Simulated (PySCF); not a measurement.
C2H8OSi, singlet, geometry from GFN2-xTB; PySCF with PBE/6-31G, TDA.

Here is a job for PySCF.
```python
from pyscf import gto, scf, dft, tdscf

mol = gto.Mole()
mol.atom = '''
    Si    0.765803    0.503653    0.245233
    O     1.486686   -0.943796    0.061983
    C    -0.949976    0.551565   -0.583740
    C    -1.922090   -0.487442   -0.029900
    H     1.713579    1.385310   -0.420576
    H     0.600238    0.803395    1.672102
    H     1.046546   -1.757702    0.291326
    H    -0.846948    0.396634   -1.659715
    H    -1.387699    1.542474   -0.459851
    H    -2.059611   -0.355091    1.041659
    H    -2.897132   -0.403768   -0.508357
    H    -1.551300   -1.496764   -0.203875
'''
mol.basis = '6-31g'
mol.charge = 0
mol.spin = 0
mol.verbose = 4
mol.build()

mf = dft.RKS(mol)
mf.xc = 'pbe'
mf.kernel()
td = mf.TDA()
td.nstates = 2
td.kernel()
td.analyze()
```

**Question.** Write the output that PySCF gives for this input, abridged.

**Answer.** 
```
PySCF version 2.14.0

[INPUT] verbose = 4
[INPUT] num. atoms = 12
[INPUT] num. electrons = 42
[INPUT] charge = 0
[INPUT] spin (= nelec alpha-beta = 2S) = 0
[INPUT] symmetry False subgroup None
[INPUT] Mole.unit = angstrom
[INPUT] Symbol           X                Y                Z      unit          X                Y                Z       unit  Magmom
[INPUT]  1 Si     0.765803000000   0.503653000000   0.245233000000 AA    1.447157935370   0.951766231816   0.463423206705 Bohr   0.0
[INPUT]  2 O      1.486686000000  -0.943796000000   0.061983000000 AA    2.809429373225  -1.783515957460   0.117130894379 Bohr   0.0
[INPUT]  3 C     -0.949976000000   0.551565000000  -0.583740000000 AA   -1.795194464910   1.042306789896  -1.103108727954 Bohr   0.0
[INPUT]  4 C     -1.922090000000  -0.487442000000  -0.029900000000 AA   -3.632223686765  -0.921131881610  -0.056502811124 Bohr   0.0
[INPUT]  5 H      1.713579000000   1.385310000000  -0.420576000000 AA    3.238195002806   2.617856497621  -0.794773454565 Bohr   0.0
[INPUT]  6 H      0.600238000000   0.803395000000   1.672102000000 AA    1.134285429557   1.518196519845   3.159814832337 Bohr   0.0
[INPUT]  7 H      1.046546000000  -1.757702000000   0.291326000000 AA    1.977685316759  -3.321575388600   0.550526352965 Bohr   0.0
[INPUT]  8 H     -0.846948000000   0.396634000000  -1.659715000000 AA   -1.600499761748   0.749529631691  -3.136406794833 Bohr   0.0
[INPUT]  9 H     -1.387699000000   1.542474000000  -0.459851000000 AA   -2.622371053333   2.914853414262  -0.868992448107 Bohr   0.0
[INPUT] 10 H     -2.059611000000  -0.355091000000   1.041659000000 AA   -3.892100713142  -0.671024739298   1.968450225188 Bohr   0.0
[INPUT] 11 H     -2.897132000000  -0.403768000000  -0.508357000000 AA   -5.474786026713  -0.763010937863  -0.960655503506 Bohr   0.0
[INPUT] 12 H     -1.551300000000  -1.496764000000  -0.203875000000 AA   -2.931532137038  -2.828474033109  -0.385267913646 Bohr   0.0

nuclear repulsion = 176.641652405816
number of shells = 38
number of NR pGTOs = 144
number of NR cGTOs = 56
basis = 6-31g
ecp = {}

******** <class 'pyscf.dft.rks.RKS'> ********
method = RKS
initial guess = minao
damping factor = 0
level_shift factor = 0
DIIS = <class 'pyscf.scf.diis.CDIIS'>
diis_start_cycle = 1
diis_space = 8
diis_damp = 0
SCF conv_tol = 1e-09
SCF conv_tol_grad = None
SCF max_cycles = 50
direct_scf = True
direct_scf_tol = 1e-13
XC library pyscf.dft.libxc version 7.1.2
    S. Lehtola, C. Steigemann, M. J. T. Oliveira, and M. A. L. Marques,  SoftwareX 7, 1–5 (2018)
XC functionals = pbe
    J. P. Perdew, K. Burke, and M. Ernzerhof,  Phys. Rev. Lett. 77, 3865 (1996)
    J. P. Perdew, K. Burke, and M. Ernzerhof,  Phys. Rev. Lett. 78, 1396 (1997)
    J. P. Perdew, K. Burke, and M. Ernzerhof,  Phys. Rev. Lett. 77, 3865 (1996)
    J. P. Perdew, K. Burke, and M. Ernzerhof,  Phys. Rev. Lett. 78, 1396 (1997)
radial grids:
    Treutler-Ahlrichs [JCP 102, 346 (1995); DOI:10.1063/1.469408] (M4) radial grids

becke partition: Becke, JCP 88, 2547 (1988); DOI:10.1063/1.454033
pruning grids: <function nwchem_prune>
grids dens level: 3
symmetrized grids: False
atomic radii adjust function: <function treutler_atomic_radii_adjust>
small_rho_cutoff = 0
Set gradient conv threshold to 3.16228e-05
Initial guess from minao.
tot grids = 139968
init E= -445.438544204477
  HOMO = -0.329559347098946  LUMO = -0.0379026313205562  gap/eV = 7.93638
cycle= 1 E= -445.132814710509  delta_E= 0.306  |g|= 0.914  |ddm|= 2.91
  HOMO = -0.0604473393061034  LUMO = 0.0446869343457665  gap/eV = 2.86085
cycle= 2 E= -444.474126688297  delta_E= 0.659  |g|= 1.96  |ddm|= 3.23
  HOMO = -0.230703563295887  LUMO = -0.00705870992443991  gap/eV = 6.08569
cycle= 3 E= -445.295937597686  delta_E= -0.822  |g|= 0.245  |ddm|= 2.73
  HOMO = -0.236325385963829  LUMO = -0.000206848694846329  gap/eV = 6.42511
cycle= 4 E= -445.309227326337  delta_E= -0.0133  |g|= 0.112  |ddm|= 0.395
  HOMO = -0.231898431614697  LUMO = 0.00189528199191846  gap/eV = 6.36185
cycle= 5 E= -445.312397351866  delta_E= -0.00317  |g|= 0.0163  |ddm|= 0.127
  HOMO = -0.23314669470773  LUMO = 0.00113972061698475  gap/eV = 6.37526
cycle= 6 E= -445.312488520006  delta_E= -9.12e-05  |g|= 0.00566  |ddm|= 0.0319
  HOMO = -0.233059846221272  LUMO = 0.00114093801627457  gap/eV = 6.37293
cycle= 7 E= -445.312496626039  delta_E= -8.11e-06  |g|= 0.00132  |ddm|= 0.00616
  HOMO = -0.233121874894864  LUMO = 0.0011448019723943  gap/eV = 6.37472
cycle= 8 E= -445.312497063672  delta_E= -4.38e-07  |g|= 0.000233  |ddm|= 0.00175
  HOMO = -0.233156470382105  LUMO = 0.00112104368123211  gap/eV = 6.37502
cycle= 9 E= -445.312497079362  delta_E= -1.57e-08  |g|= 3.76e-05  |ddm|= 0.000389
  HOMO = -0.233155467567359  LUMO = 0.00112374577065255  gap/eV = 6.37506
cycle= 10 E= -445.312497079858  delta_E= -4.96e-10  |g|= 9.67e-06  |ddm|= 8.53e-05
  HOMO = -0.233155985963924  LUMO = 0.00112261288632021  gap/eV = 6.37505
Extra cycle  E= -445.312497079866  delta_E= -8.3e-12  |g|= 9.87e-06  |ddm|= 3.27e-05
converged SCF energy = -445.312497079866

******** <class 'pyscf.tdscf.rks.TDA'> for <class 'pyscf.dft.rks.RKS'> ********
nstates = 2 singlet
deg_eia_thresh = 1.000e-03
wfnsym = None
conv_tol = 1e-05
eigh lindep = 1e-12
eigh level_shift = 0
eigh max_cycle = 100

Excitation energies (eV)
[6.52945921 7.17357064]

** Singlet excitation energies and oscillator strengths **
Excited State   1:      6.52946 eV    189.88 nm  f=0.0025
      21 -> 22       -0.70547
Excited State   2:      7.17357 eV    172.83 nm  f=0.0060
      20 -> 22       -0.69879

** Transition electric dipole moments (AU) **
state          X           Y           Z        Dip. S.      Osc.
  1         0.0188      0.0618      0.1056      0.0153      0.0025
  2        -0.0065      0.1275      0.1338      0.0342      0.0060

** Transition velocity dipole moments (imaginary part, AU) **
state          X           Y           Z        Dip. S.      Osc.
  1         0.0193      0.0128      0.0568      0.0038      0.0105
  2        -0.0406      0.0211      0.0617      0.0059      0.0149

** Transition magnetic dipole moments (imaginary part, AU) **
state          X           Y           Z
  1         0.6058      0.2862     -0.3314
  2         0.6288      0.1965      0.6662
```
